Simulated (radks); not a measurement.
Q: The mean radii <r> (bohr) of the occupied orbitals of an atom or ion are listed with their occupations. All-electron calculation, scalar-relativistic Kohn-Sham, TASK exchange with Perdew-Wang LDA correlation, spin-polarised, spherical densities, finite nucleus; meta-GGA in the generalised Kohn-Sham scheme; Fermi nuclear charge, rms radius of each element as measured or else 0.836 A^(1/3) + 0.57 fm. Program: a radial shooting solver on a logarithmic mesh with Libxc functionals.

| orbital | occ. | <r> |
|---|---|---|
| 1s down | 1 | 0.05855 |
| 1s up | 1 | 0.05855 |
| 2s up | 1 | 0.2674 |
| 2s down | 1 | 0.2667 |
| 2p up | 3 | 0.2360 |
| 2p down | 3 | 0.2351 |
| 3s up | 1 | 0.8136 |
| 3s down | 1 | 0.8172 |
| 3p up | 3 | 0.8593 |
| 3p down | 3 | 0.8641 |
| 3d up | 5 | 1.090 |
| 4s up | 1 | 2.827 |
| 4s down | 1 | 3.230 |
| 3d down | 1 | 1.251 |

Name the element and its charge. Open shells, if any, are filled with parallel spins first.

A: Z = 26, iron, charge 0: Fe in [Ar] 3d6 4s2. The 1s radius gives Z: for a bare nucleus <r> = (2 gamma + 1)/(2Z) with gamma = sqrt(1 - (Z/c)^2), 0.05699 bohr for Z = 26, and screening makes it slightly larger (0.05855 here). The occupations add up to 26, and the charge is Z minus that.
